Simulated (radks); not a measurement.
Spherical quantum dot in the effective-mass picture: electrons in a hard-walled sphere of radius 5.29, all in effective atomic units (hartree* = m*/eps^2 hartree, bohr* = eps/m* bohr), one dielectric constant everywhere. Method: non-relativistic Kohn-Sham, PBEsol, spin-polarised, spherical densities; computed with a radial shooting solver with Libxc functionals. Levels are named by radial order and angular momentum (1s, 1p, 1d, 2s, ...), and open shells are averaged over m.

N = 28, configuration 1s2 1p6 1d10 1f(up 7, down 3). This is the lowest configuration that the search found. Occupied levels:

level,occupation,eigenvalue (hartree*),<r> (bohr*)
1s up,1,6.6379,3.830
1s down,1,6.6650,3.817
1p up,3,6.7148,3.897
1p down,3,6.7427,3.888
1d up,5,6.8577,3.970
1d down,5,6.8865,3.964
1f up,7,7.0600,4.039
1f down,3,7.0895,4.035

Energy (hartree*): total 104.017, kinetic 21.767, external 0, Hartree 92.016, exchange-correlation -9.7659.

Electron density:

r (bohr*),n(r) (e/bohr*^3)
0.292,0.0004909
0.686,0.0007546
1.08,0.001434
1.47,0.003007
1.87,0.006438
2.26,0.01328
2.66,0.02555
3.05,0.04456
3.44,0.06829
3.84,0.08730
4.23,0.08476
4.63,0.05114
5.02,0.01008
